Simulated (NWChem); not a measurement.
System: C$_{6}$H$_{5}$F; SMILES Fc1ccccc1

```xyz
12

F      0.0000     0.0000    -2.2700
C      0.0000     0.0000    -0.9373
C      0.0000     1.2147    -0.2613
C      0.0000     1.2064     1.1325
C      0.0000     0.0000     1.8328
C      0.0000    -1.2064     1.1325
C      0.0000    -1.2147    -0.2613
H      0.0000     2.1446    -0.8329
H      0.0000     2.1549     1.6749
H      0.0000     0.0000     2.9248
H      0.0000    -2.1549     1.6749
H      0.0000    -2.1446    -0.8329
```
Atoms are numbered in this order, from 1.

Level: PBE0/def2-SVP (NWChem), optimised geometry, unscaled harmonic frequencies. 

| frequency (cm⁻¹) | IR intensity (km/mol) |
|---|---|
| 243 | 0.1 |
| 414 | 2.1 |
| 428 | 0.0 |
| 520 | 7.9 |
| 526 | 3.7 |
| 624 | 0.1 |
| 708 | 19.4 |
| 779 | 61.2 |
| 838 | 21.1 |
| 842 | 0.0 |
| 924 | 8.9 |
| 993 | 0.0 |
| 1016 | 0.1 |
| 1018 | 0.7 |
| 1048 | 3.6 |
| 1089 | 9.4 |
| 1164 | 5.9 |
| 1167 | 0.1 |
| 1302 | 79.2 |
| 1313 | 0.8 |
| 1403 | 0.5 |
| 1496 | 1.1 |
| 1548 | 101.4 |
| 1686 | 10.9 |
| 1694 | 61.2 |
| 3209 | 0.2 |
| 3218 | 5.2 |
| 3230 | 8.0 |
| 3238 | 1.0 |
| 3239 | 0.2 |

```json
{
  "zero_point_energy": "58.5 kcal/mol",
  "thermal correction to the enthalpy at 298.15 K (with zero-point energy)": "62.3 kcal/mol",
  "heat capacity Cv": "19.9 cal/(mol K)",
  "entropy at 298.15 K and 1 atm (symmetry number 2)": "71.9 cal/(mol K)",
  "dipole_moment": "1.35 D"
}
```

Rigid rotor and harmonic oscillator.
